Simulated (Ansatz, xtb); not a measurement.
# Relaxing a trial structure of H7SbSi2

The starting geometry of this gas-phase singlet has its atoms placed at random.

```
atom    x (Å)    y (Å)    z (Å)
  Sb   1.0768  -0.1222  -0.2967
  Si  -0.6836   0.8603   2.0812
  Si  -1.9855  -0.7502   0.4018
   H   1.3888  -0.9369  -1.8229
   H  -0.8563   0.5061   0.0743
   H   0.7757   0.2203   2.2839
   H   0.0878  -0.1975   1.0369
   H  -1.8179  -0.3094  -1.3958
   H   1.3879   1.7088   0.1945
   H  -0.5673  -0.8182  -0.2108
```

Problem. One run relaxed it with r2SCAN-D4/def2-SVP. What is a likely outcome?

Solution. It falls apart into H4Si2 + H3Sb. Distances that change by over a tenth: Sb1–H9 (1.92 → 1.72 Å), Si2–H5 (2.05 → 1.79 Å). Contacts that open: Sb1–H5 (2.07 → 3.77 Å), Sb1–H10 (1.79 → 4.27 Å), Si2–H7 (1.67 → 4.18 Å). Contacts that close: Si2–Si3 (2.67 → 2.25 Å), Si3–H8 (1.86 → 1.50 Å).

The energy falls by 9.73 eV over 37 steps:

| step | E − E(last) (eV) |
| --- | --- |
| 1 | 9.732 |
| 5 | 3.433 |
| 9 | 0.362 |
| 13 | 0.007 |
| 17 | 0.003 |
| 21 | 0.001 |
| 25 | 0.001 |
| 29 | 0.001 |
| 33 | 0.000 |
| 37 | 0.000 |

Final geometry (Å):

```xyz
10

Sb    2.6666    0.1188   -0.6008
Si   -1.6795    1.0811    1.8614
Si   -1.9423   -0.5314    0.3114
H     1.3389   -0.2300   -1.6341
H    -0.9445    0.7720    0.2582
H    -0.5636    0.1747    2.3922
H     1.9070   -0.7267    0.6857
H    -2.7843   -0.3227   -0.9087
H     1.9141    1.5798   -0.1050
H    -1.1060   -1.7545    0.0860
```

From the same start GFN2-xTB ends elsewhere, at `[SiH3][SiH2][SbH2]`.

From so rough a start the end depends on the optimiser's path, so another program may land elsewhere. The end wasn't checked by frequencies. Atoms past krypton carry core potentials, without spin–orbit terms. Run with Ansatz 0.2.0, 72 s on 1 thread of Intel(R) Xeon(R) 6975P-C (Granite Rapids) (shared host).
